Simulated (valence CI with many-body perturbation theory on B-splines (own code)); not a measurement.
## E1 transitions of Ho35+

Calculated by configuration interaction combined with many-body perturbation theory (CI+MBPT): four valence electrons over a frozen Dirac-Fock core [Ar] 3d10, a basis of 11 s, 11 p, 9 d, 7 f, 5 g, 2 h, 1 i functions for each j, with the one-electron correlation potential Σ1, the two-electron term Σ2, the three-electron term Σ3, Breit, model QED; selected CI, second order for the rest (own B-spline code, finite nucleus).

No measured spectrum was set against this ion. As an estimate, large intervals hold to a few tenths of a per cent, small ones and those within an open d or f shell to about a per cent.

Lines 1 to 50 of 239 in falling wavelength, among levels below 2925300 cm⁻¹, chosen from the strongest by gf and those to the six lowest levels. Wavelengths and rates use the calculated energies. Electric multipoles are in the length gauge, E1 and E2 with the static RPA response of the core. Weak lines are less certain than strong ones. Lines between different terms over intervals too small for the method are left out, as are lines whose strength nearly cancels. Where a level lies close to another of its J and parity, the split of strength between their lines is uncertain. The highest levels of a list are the least certain.

Levels are named by their leading jj configuration (3d3/2^4 stands for four electrons in 3d with j = 3/2), which in mixed levels can hold well under half, so a name can repeat and another be missing. Letters in brackets count levels of one name in rising energy.

```csv
λ vac (Å),Upper,Lower,A (s⁻¹),log gf,Branch %
616.4,(4s 4p1/2^2 4p3/2) J=2,(4s^2 4p3/2^2) J=2,2.35e+06,-3.17,0.0
502.7,(4s 4p1/2^2 4p3/2) J=1,(4s^2 4p3/2^2) J=0,3.54e+06,-3.40,0.0
378.8,(4s 4p1/2^2 4p3/2) J=1,(4s^2 4p3/2^2) J=2,3.48e+07,-2.65,0.0
200.1,(4s 4p1/2 4p3/2 4d3/2) J=3 [a],(4s^2 4p3/2 4d3/2) J=2,1.84e+09,-1.11,5.4
191.2,(4s 4p1/2 4p3/2 4d3/2) J=4,(4s^2 4p3/2 4d3/2) J=3,4.11e+09,-0.69,65.9
185.8,(4s 4p1/2 4p3/2 4d5/2) J=3 [a],(4s^2 4p3/2 4d5/2) J=2,2.15e+09,-1.11,0.9
184.3,(4s 4p1/2 4p3/2 4d5/2) J=4 [a],(4s^2 4p3/2 4d5/2) J=4,1.82e+09,-1.08,69.2
183.0,(4s 4p1/2 4p3/2^2) J=2 [a],(4s^2 4p3/2^2) J=2,9.56e+08,-1.62,9.2
180.0,(4s 4p1/2^2 4d3/2) J=2,(4s^2 4p1/2 4d3/2) J=1,4.39e+09,-0.97,17.3
179.3,(4s 4p1/2 4p3/2 4d5/2) J=4 [b],(4s^2 4p3/2 4d5/2) J=3,4.85e+09,-0.68,2.4
178.1,(4s^2 4p1/2 4d3/2) J=2,(4s^2 4p3/2^2) J=2,5.73e+08,-1.87,40.1
174.5,(4s 4p1/2^2 4d5/2) J=3,(4s^2 4p1/2 4d5/2) J=2,3.79e+09,-0.92,2.7
169.2,(4s 4p1/2 4p3/2 4d3/2) J=3 [b],(4s^2 4p3/2 4d3/2) J=3,2.05e+09,-1.21,0.4
169.0,(4s 4p1/2 4p3/2 4d3/2) J=2 [b],(4s^2 4p3/2 4d3/2) J=2,3.17e+09,-1.17,1.8
168.0,(4s 4p1/2^2 4d5/2) J=3,(4s^2 4p1/2 4d5/2) J=3,4.94e+09,-0.83,3.5
167.8,(4s 4p1/2 4p3/2 4d3/2) J=3 [c],(4s^2 4p3/2 4d3/2) J=3,3.36e+09,-1.00,3.9
165.4,(4s 4p1/2 4p3/2 4d5/2) J=5,(4s^2 4p3/2 4d5/2) J=4,8.90e+09,-0.40,100.0
165.3,(4s^2 4p1/2 4d3/2) J=1,(4s^2 4p3/2^2) J=0,5.04e+08,-2.21,0.1
165.2,(4s 4p1/2 4p3/2^2) J=3,(4s^2 4p3/2^2) J=2,7.02e+09,-0.70,63.5
165.2,(4s 4p1/2^2 4p3/2) J=2,(4s^2 4p1/2 4p3/2) J=2,6.03e+09,-0.91,42.4
165.2,(4p1/2^2 4p3/2^2) J=2,(4s 4p1/2 4p3/2^2) J=2 [b],4.30e+09,-1.06,2.7
164.6,(4s 4p1/2 4p3/2 4d5/2) J=2 [c],(4s^2 4p3/2 4d5/2) J=1,3.81e+09,-1.11,0.7
164.1,(4s 4p1/2 4p3/2 4d3/2) J=3 [b],(4s^2 4p3/2 4d3/2) J=2,2.67e+09,-1.12,0.5
161.9,(4s 4p1/2^2 4d5/2) J=3,(4s 4p1/2 4p3/2^2) J=2 [b],2.44e+09,-1.17,1.7
159.1,(4s 4p1/2 4p3/2 4d5/2) J=3 [d],(4s^2 4p3/2 4d5/2) J=3,2.45e+09,-1.19,0.5
158.1,(4s 4p1/2 4p3/2 4d3/2) J=2 [c],(4s^2 4p3/2 4d3/2) J=2,3.52e+09,-1.18,0.6
157.5,(4s 4p1/2^2 4p3/2) J=2,(4s^2 4p1/2 4p3/2) J=1,8.20e+09,-0.82,57.6
154.4,(4s 4p1/2^2 4d3/2) J=1,(4s^2 4p1/2 4d3/2) J=2,1.27e+10,-0.87,37.9
152.9,(4s 4p1/2 4p3/2 4d3/2) J=1 [c],(4s^2 4p3/2 4d3/2) J=1,6.75e+09,-1.15,1.5
151.6,(4s 4p1/2 4p3/2^2) J=1 [a],(4s^2 4p3/2^2) J=0,8.29e+09,-1.07,2.5
150.7,(4s 4p1/2 4p3/2 4d5/2) J=1 [a],(4s 4p3/2^3) J=2,8.46e+09,-1.06,3.1
150.6,(4s 4p1/2^2 4d3/2) J=2,(4s^2 4p1/2 4d3/2) J=2,9.88e+09,-0.77,38.9
149.3,(4s^2 4p1/2 4d3/2) J=1,(4s^2 4p3/2^2) J=2,4.02e+09,-1.40,0.6
146.3,(4s 4p1/2^2 4d5/2) J=2,(4s^2 4p1/2 4d5/2) J=2,8.24e+09,-0.88,2.6
144.9,(4s 4p1/2^2 4d5/2) J=2,(4s 4p1/2 4p3/2^2) J=1 [b],5.87e+09,-1.03,1.8
143.7,(4s 4p1/2 4p3/2 4d3/2) J=2 [d],(4s^2 4p3/2 4d3/2) J=3,7.54e+09,-0.93,1.2
143.2,(4s 4p1/2 4p3/2^2) J=1 [b],(4s^2 4p3/2^2) J=0,2.56e+09,-1.63,0.4
143.0,(4p1/2^2 4p3/2^2) J=0,(4s 4p1/2 4p3/2^2) J=1 [a],5.24e+10,-0.79,19.6
141.7,(4s 4p1/2^2 4d5/2) J=2,(4s^2 4p1/2 4d5/2) J=3,1.71e+10,-0.59,5.3
141.4,(4s 4p1/2^2 4p3/2) J=1,(4s^2 4p1/2 4p3/2) J=2,2.10e+10,-0.72,12.2
141.3,(4s^2 4p1/2 4f7/2) J=4,(4s^2 4p3/2 4d5/2) J=3,3.38e+09,-1.04,1.0
141.3,(4s 4p1/2 4p3/2 4d5/2) J=2 [d],(4s 4p3/2^3) J=1,6.58e+09,-1.01,1.2
140.3,(4s 4p1/2 4p3/2 4d5/2) J=3 [c],(4s^2 4p3/2 4d5/2) J=4,1.22e+10,-0.60,4.3
140.2,(4p1/2 4p3/2^3) J=2,(4s^2 4p3/2 4d5/2) J=2,8.47e+09,-0.90,1.2
139.8,(4s 4p1/2 4p3/2 4d5/2) J=4 [c],(4s^2 4p3/2 4d5/2) J=4,1.02e+10,-0.57,14.3
139.7,(4s 4p1/2 4p3/2 4d5/2) J=3 [a],(4s 4p3/2^3) J=2,4.15e+09,-1.07,1.7
138.6,(4s 4p1/2 4p3/2 4d5/2) J=2 [b],(4s 4p3/2^3) J=2,1.29e+10,-0.73,4.2
138.0,(4s 4p1/2 4p3/2^2) J=1 [a],(4s^2 4p3/2^2) J=2,4.58e+08,-2.41,0.1
137.8,(4s 4p1/2 4p3/2^2) J=2 [b],(4s^2 4p3/2^2) J=2,6.31e+09,-1.05,2.6
137.8,(4p1/2^2 4p3/2^2) J=2,(4s 4p1/2 4p3/2^2) J=3,3.02e+10,-0.37,18.6
```

Problem. How does gf follow from A for the line at 141.4 Å?

Solution. gf = 1.4992 × (2J+1)_upper × A / σ², with σ = 707168 cm⁻¹ and 2J+1 = 3: gf = 0.188.
